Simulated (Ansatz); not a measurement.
(HCd-mu-Br)2 (Cd2H2Br2), 6 atoms. Hardware: 4 threads of Arm Neoverse V1 on a shared host.

In the def2 sets Cd takes a core potential; there is no spin–orbit coupling. Correlated methods freeze 18 core orbitals; core or outer-core shells of Cd, Br are correlated, in sets that lack core-valence functions.

Task: How many basis functions does each of these Ansatz runs have, and roughly what does it cost? PBE0-D4/def2-TZVP, charge 0 singlet, energy, from earlier orbitals; r2SCAN-D4/def2-SVP, charge 0 singlet, relaxation, 5 steps; r2SCANh-D4/def2-TZVP, charge 0 singlet, energy, from earlier orbitals; PBE0-D4/def2-SVP, charge 1 doublet at the geometry of the charge 0 singlet, energy with a search over starts; BLYP-D4/def2-TZVP, charge 0 singlet, energy, from earlier orbitals; PBE0-D4/def2-SVP, charge 0 singlet, energy with a search over starts; r2SCAN-D4/def2-TZVP, charge 0 singlet, energy, from earlier orbitals; CCSD(T)/def2-SVP, charge 0 singlet, energy, from earlier orbitals; PBE0-D4/def2-TZVP, charge 1 doublet at the geometry of the charge 0 singlet, energy, from earlier orbitals; ωB97M-V/def2-TZVP, charge 0 singlet, energy, from earlier orbitals; revPBE-D4/def2-TZVP, charge 0 singlet, energy, from earlier orbitals; RPA@PBE/def2-TZVP, charge 0 singlet, energy, from earlier orbitals.

Result: Other jobs shared the machine, so times can vary by a factor of up to 3. A dash marks memory too small to be measured apart from the calling script's.

```json
{"run": "revPBE-D4/def2-TZVP, charge 0 singlet, energy, from earlier orbitals", "functions": "188", "fitting or Cholesky vectors": "1578", "wall time": "2.6 s", "peak host memory (GiB)": "–"}
{"run": "BLYP-D4/def2-TZVP, charge 0 singlet, energy, from earlier orbitals", "functions": "188", "fitting or Cholesky vectors": "1578", "wall time": "2.8 s", "peak host memory (GiB)": "–"}
{"run": "PBE0-D4/def2-SVP, charge 0 singlet, energy with a search over starts", "functions": "136", "fitting or Cholesky vectors": "1370", "wall time": "4 s", "peak host memory (GiB)": "–"}
{"run": "PBE0-D4/def2-TZVP, charge 0 singlet, energy, from earlier orbitals", "functions": "188", "fitting or Cholesky vectors": "1754", "wall time": "4.9 s", "peak host memory (GiB)": "0.66"}
{"run": "r2SCAN-D4/def2-TZVP, charge 0 singlet, energy, from earlier orbitals", "functions": "188", "fitting or Cholesky vectors": "1578", "wall time": "6.5 s", "peak host memory (GiB)": "–"}
{"run": "RPA@PBE/def2-TZVP, charge 0 singlet, energy, from earlier orbitals", "functions": "188", "fitting or Cholesky vectors": "1496", "wall time": "7 s", "peak host memory (GiB)": "–"}
{"run": "r2SCANh-D4/def2-TZVP, charge 0 singlet, energy, from earlier orbitals", "functions": "188", "fitting or Cholesky vectors": "1608", "wall time": "8.5 s", "peak host memory (GiB)": "0.66"}
{"run": "PBE0-D4/def2-TZVP, charge 1 doublet at the geometry of the charge 0 singlet, energy, from earlier orbitals", "functions": "188", "fitting or Cholesky vectors": "1496", "wall time": "14 s", "peak host memory (GiB)": "0.83"}
{"run": "r2SCAN-D4/def2-SVP, charge 0 singlet, relaxation, 5 steps", "functions": "136", "fitting or Cholesky vectors": "1422", "wall time": "15 s", "peak host memory (GiB)": "–"}
{"run": "ωB97M-V/def2-TZVP, charge 0 singlet, energy, from earlier orbitals", "functions": "188", "fitting or Cholesky vectors": "1642", "wall time": "16 s", "peak host memory (GiB)": "0.82"}
{"run": "PBE0-D4/def2-SVP, charge 1 doublet at the geometry of the charge 0 singlet, energy with a search over starts", "functions": "136", "fitting or Cholesky vectors": "1370", "wall time": "25 s", "peak host memory (GiB)": "0.73"}
{"run": "CCSD(T)/def2-SVP, charge 0 singlet, energy, from earlier orbitals", "functions": "136", "fitting or Cholesky vectors": "1370", "wall time": "61 s", "peak host memory (GiB)": "1.3"}
```
